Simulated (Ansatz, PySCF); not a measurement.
NH3 (SMILES N) and CH4S (SMILES CS) are pulled apart as rigid monomers along the line of their centres of mass, from the B3LYP-D3(BJ)/def2-TZVP minimum. Starting geometry (charge 0, multiplicity 1):
```xyz
10

N     -0.17451     0.03283     0.74719
H     -0.14680     0.95387     0.32494
H      0.65866    -0.46351     0.45285
H     -0.97521    -0.45672     0.36445
C      0.62421    -0.96656     4.68572
S     -0.50745     0.40298     4.27746
H      1.62775    -0.77481     4.30980
H      0.66454    -1.02990     5.77185
H      0.25562    -1.91311     4.29422
H     -0.40372     0.29368     2.93320
```

Interaction energies with rigid monomers; basis-set methods are counterpoise corrected unless marked otherwise.

Frozen-core correlation. Rows in 6-311+G**, 6-31G* carry no dispersion term and start afresh at each structure (6-31G* with six Cartesian d functions).

Codes used: Ansatz (an electronic-structure program) with Gaussian orbitals; PySCF for 6-311+G** rows, 6-31G* rows, the dispersion terms. 

```tsv
N1···H10 (Å)	HF/6-31G* (kJ/mol)	B3LYP/6-311+G** (no counterpoise) (kJ/mol)	B3LYP-D4/def2-TZVPPD (kJ/mol)	M06-2X/6-31G* (no counterpoise) (kJ/mol)	CCSD/aug-cc-pV(D+d)Z (kJ/mol)
2.00	-0.9	-10.8	-10.7	-20.4	-3.1
2.21	-6.8	-13.6	…	-20.5	-8.3
2.54	-8.1	-12.2	-11.7	-16.5	-9.5
3.09	-5.7	-7.3	-7.0	-9.7	-6.6
3.97	-2.7	…	-2.7	-3.8	-2.9
```

**Question.** What belongs in the gaps?

**Answer.** 
- 3.97, B3LYP/6-311+G** (no counterpoise) (kJ/mol): -3.0
- 2.21, B3LYP-D4/def2-TZVPPD (kJ/mol): -13.1
